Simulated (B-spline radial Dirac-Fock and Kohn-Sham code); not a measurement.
Z = 42 (molybdenum), transition energy 238 keV. The computed values come from a B-spline atomic structure program: a Dirac-Hartree-Slater potential of the neutral atom with a Latter tail (no hole, which puts coefficients of high multipoles low close above an edge), finite nucleus with surface currents. Subshells that would emit electrons below 1 keV are left out.

Question: A pure transition shows α(K) = 0.508, L1/L2 = 8.27 and L1/L3 = 6.94. What is its multipolarity?
A. E1
B. E3
C. E2
D. M3
E. M4
F. M1
G. M2
H. E4

Answer: D. For comparison, α(K), L1/L2, L1/L3 are E1 0.00920, 24.4, 16.2; E2 0.0463, 5.77, 5.51; E3 0.200, 1.77, 2.07; E4 0.824, 0.735, 0.939; M1 0.0215, 23.8, 70.3; M2 0.110, 13.1, 22.8; M4 2.33, 5.82, 3.17.
